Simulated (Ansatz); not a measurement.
Calculated with Ansatz (gas phase, PBE0-D4/def2-TZVP geometries, no zero-point term in ΔE). CCSD(T)/CBS adds triple-zeta CCSD(T) − MP2 to the extrapolated MP2 energy (def2 sets, frozen cores). This one scheme is used for every species. Functionals use def2-TZVPP. B3LYP here is the variant with VWN-RPA as its local correlation; programs differ in this. One conformer a species, not always the lowest.

Consider the ligand exchange at the Al–N bond: `C[N](C)[AlH][NH2]` + `[SiH3]N[SiH3]` → `[NH2][AlH][N]([SiH3])[SiH3]` + dimethylamine.

```json
{"level": "PBE-D4", "ΔE (kJ/mol)": "-19.7", "difference from CCSD(T)/CBS": "1.7"}
{"level": "PBE0-D4", "ΔE (kJ/mol)": "-21.4", "difference from CCSD(T)/CBS": "0.0"}
{"level": "B3LYP-D4", "ΔE (kJ/mol)": "-18.5", "difference from CCSD(T)/CBS": "2.9"}
{"level": "ωB97X-V", "ΔE (kJ/mol)": "-19.8", "difference from CCSD(T)/CBS": "1.6"}
{"level": "PBE0", "ΔE (kJ/mol)": "-18.7", "difference from CCSD(T)/CBS": "2.7"}
{"level": "MP2/def2-TZVPP", "ΔE (kJ/mol)": "-20.6", "difference from CCSD(T)/CBS": "0.8"}
{"level": "SCS-MP2/def2-TZVPP", "ΔE (kJ/mol)": "-19.8", "difference from CCSD(T)/CBS": "1.6"}
{"level": "CCSD/def2-TZVPP", "ΔE (kJ/mol)": "-20.5", "difference from CCSD(T)/CBS": "0.9"}
{"level": "HF/CBS(def2)", "ΔE (kJ/mol)": "-18.4", "difference from CCSD(T)/CBS": "3.0"}
{"level": "CCSD/CBS(def2)", "ΔE (kJ/mol)": "-20.4", "difference from CCSD(T)/CBS": "1.0"}
{"level": "CCSD(T)/CBS", "ΔE (kJ/mol)": "-21.4", "difference from CCSD(T)/CBS": "0"}
```

Largest T1 diagnostic among the species: 0.012.

The D4 term adds −4.9 kJ/mol with B3LYP and −2.7 kJ/mol with PBE0; it sums over pairs of atoms, weighted by their polarisabilities, and B3LYP, whose exchange is more repulsive, gets the larger term.
